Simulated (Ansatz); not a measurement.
H7OPSi2 can be A, `OP([SiH3])[SiH3]`, or B, `O[SiH2][SiH2]P`.

Calculated with Ansatz (gas phase, PBE0-D4/def2-TZVP geometries, no zero-point term in ΔE). CCSD(T)/CBS adds triple-zeta CCSD(T) − MP2 to the extrapolated MP2 energy (def2 sets, frozen cores). Functionals use def2-TZVPP. B3LYP here is the variant with VWN-RPA as its local correlation; programs differ in this. One conformer a species, not always the lowest.

A:

Z-matrix (Å, degrees):
```
Si
P 1 2.255
H 1 1.488 2 106.7
H 1 1.487 2 112.9 3 -120.6
H 1 1.486 2 109.0 3 118.0
Si 2 2.256 1 96.1 3 68.4
O 2 1.679 1 99.8 3 169.5
H 6 1.486 2 108.9 1 172.7
H 6 1.487 2 113.0 1 51.3
H 6 1.488 2 106.7 1 -69.3
H 7 0.961 2 109.0 1 131.3
```

B:

```xyz
11

O    -0.040   -0.910    1.788
Si    0.670    0.412    1.092
Si   -0.580    0.856   -0.830
P    -0.802   -0.969   -2.145
H     0.335   -1.239    2.606
H     0.696    1.566    2.040
H     2.088    0.128    0.719
H    -1.946    1.331   -0.479
H     0.088    1.921   -1.630
H     0.587   -1.271   -2.114
H    -1.095   -1.824   -1.048
```

Q: Which is lower in electronic energy at CCSD(T)/CBS, and by how much? (Estimate.)

A: Computed: B, by 96.5 kJ/mol.

Q: Give E(B) − E(A) in kJ/mol with CCSD(T)/def2-TZVPP, PBE-D4, B3LYP, r2SCAN-D4, B2PLYP, ωB97M-V, HF/def2-TZVPP. (Best estimate.)

A: Ansatz gave: CCSD(T)/def2-TZVPP -98.9, PBE-D4 -88.7, B3LYP -94.0, r2SCAN-D4 -95.0, B2PLYP -95.7, ωB97M-V -90.5, HF/def2-TZVPP -100.1. None reverses the order clearly.

Largest T1 diagnostic: 0.014.

From PBE to PBE0 (25 % exact exchange), in def2-TZVPP and without D4, E(B) − E(A) moves by −5.1 kJ/mol.
